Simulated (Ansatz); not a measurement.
CH₂SeZn, one more setting.

```yaml
crystal:
  periodic: [false, false, false]
  atoms:
    - {symbol: C, position_ang: [-0.051441, -0.586775, -0.138096]}
    - {symbol: Zn, position_ang: [0.722588, 2.351214, 0.883282]}
    - {symbol: Se, position_ang: [-1.426464, -0.660753, -1.212016]}
    - {symbol: H, position_ang: [0.963849, -0.484230, -0.513121]}
    - {symbol: H, position_ang: [-0.158632, -0.693157, 0.938551]}
basis:
  gaussian: {orbitals: cc-pVTZ, nuclear_model: gaussian}
total_charge: 1
magnetization: {spin_polarized: false, initial_magnetization: 1}
hamiltonian: {xc: {name: wB97X-V}}
scf: {lower_state_search: light}
output: {forces: true}
```

```sh
$ ansatz run in.yaml --threads 2 --pin off --events-out ev --progress --plain --max-ram 4352MiB
```

It prints (some lines left out):

```
Functional definition: wB97X-V
1279 factors; their error is unknown
191 factors; integrals over basis functions are off by at most 4.2e-5 eV
mean field evaluation 1: about -114803.7718 eV, gradient 6.1e1 eV
mean field evaluation 2: about -114734.1522 eV, gradient 1.5e2 eV
mean field evaluation 4: about -114815.7840 eV, gradient 3.3e1 eV
mean field evaluation 8: about -114819.5440 eV, gradient 5.1e0 eV
mean field evaluation 16: about -114820.0316 eV, gradient 6.4e-2 eV
mean field evaluation 32: about -114820.0316 eV, gradient 1.8e-5 eV
mean field -114820.22650774 eV, -4219.5654962147 hartree, gradient 2.4e-6 eV, S^2 0.750000; 6 other end points of the search recorded, 0 dependent functions left out
reference -114820.22650594 eV, -4219.5654961483 hartree; 36, 35 occupied and 133, 134 virtual orbitals, 1279 factors
Total energy: -114820.22650594 eV, -4219.5654961483 hartree
Atom 0 at    -0.051441    -0.586775    -0.138096 Å, force     0.152010     0.597734     0.203507 eV/Å
Atom 1 at     0.722588     2.351214     0.883282 Å, force    -0.055343    -0.239768    -0.077303 eV/Å
Atom 2 at    -1.426464    -0.660753    -1.212016 Å, force     0.011424    -0.101086    -0.005633 eV/Å
Atom 3 at     0.963849    -0.484230    -0.513121 Å, force     0.027362    -0.113292    -0.165461 eV/Å
Atom 4 at    -0.158632    -0.693157     0.938551 Å, force    -0.135454    -0.143588     0.044891 eV/Å
Dipole moment:    -0.016632    -0.456115    -0.078509 e Å
```

Hardware: 2 threads of an Arm Neoverse V2 on a shared host. Wall time 81 s, peak host memory 1.1 GiB.
